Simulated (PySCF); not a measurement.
B(NCO)(OH)2 (CH₂BNO₃), SMILES O=C=NB(O)O.

The structure is a stationary point at ωB97X-D3(BJ)/def2-SVP. This is a generated structure with no PubChem entry under its InChIKey; it may be hypothetical. Other conformers were not sampled.

Method: PBE/def2-TZVP (PySCF).

The molecule is in vacuum.

Computed frontier levels, gap, dipole moment and polarisability:
```
Item                                                                                                             Value
---------------------------------------------------------------------------------------------  -----------------------
highest occupied level                                                                                        -7.40 eV
lowest empty level                                                                                            -1.01 eV
orbital gap                                                                                                    6.39 eV
dipole moment                                                                                                   0.32 D
quadrupole, principal values (traceless, Buckingham form, about the centre of nuclear charge)  -17.59, 3.51, 14.08 D·Å
mean static polarisability                                                                        42.7 bohr³ (6.32 Å³)
polarisability, principal values                                                                25.8, 37.1, 65.1 bohr³
```
